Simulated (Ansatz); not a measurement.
Consider the ligand exchange at a Zr–Cl bond: `C[N](C)[Zr]([Cl])([N](C)C)[N](C)C` + H–F → `C[N](C)[Zr]([F])([N](C)C)[N](C)C` + HCl.

Isolated molecules relaxed with PBE0-D4/def2-TZVP in Ansatz; ΔE leaves out vibrations. CBS: MP2 limit from def2 TZ/QZ plus the TZ coupled-cluster correction, frozen cores. This one scheme is used for every species. DFT in def2-TZVPP. HSE06 is defined as in plane-wave codes. Elements past krypton have def2 core potentials. For Zr outer-core shells are correlated without core-valence functions, which leaves a few kJ/mol of doubt a bond. Each species was taken in one conformer, which may not be the lowest.

Question: Is it downhill or uphill in electronic energy at CCSD(T)/CBS, and by how much? (Best estimate.)

Answer: The calculation gave: Uphill: ΔE = +3.0 kcal/mol.

Question: What do these levels give: B97M-V, r2SCANh-D4, r2SCAN0-D4, HSE06-D4, CAM-B3LYP-D4, PBE0, r2SCANh, LC-ωPBE, HF/def2-SVP, CCSD/def2-SVP, HF/def2-TZVPP, CCSD/def2-TZVPP? (Best estimate.)

Answer: Ansatz gave: B97M-V 0.4, r2SCANh-D4 1.3, r2SCAN0-D4 2.1, HSE06-D4 2.2, CAM-B3LYP-D4 -1.1, PBE0 0.6, r2SCANh 0.7, LC-ωPBE -2.3, HF/def2-SVP -1.3, CCSD/def2-SVP -1.8, HF/def2-TZVPP -0.1, CCSD/def2-TZVPP 1.7 kcal/mol.

Largest T1 diagnostic among the species: 0.015.

From PBE to PBE0 (25 % exact exchange), in def2-TZVPP and without D4, ΔE moves by +1.9 kcal/mol. In def2-TZVPP, CCSD(T) changes the Hartree–Fock value by +2.6 kcal/mol (the triples alone add +0.8 kcal/mol) and MP2 by +4.9 kcal/mol. Leaving LDA and LC-ωPBE aside and taking each functional with its dispersion term where it has one, the values, not all of them listed here, spread over 4.2 kcal/mol, from CAM-B3LYP-D4 to PBE-QIDH. LDA lies +2.0 kcal/mol from PBE without D4.
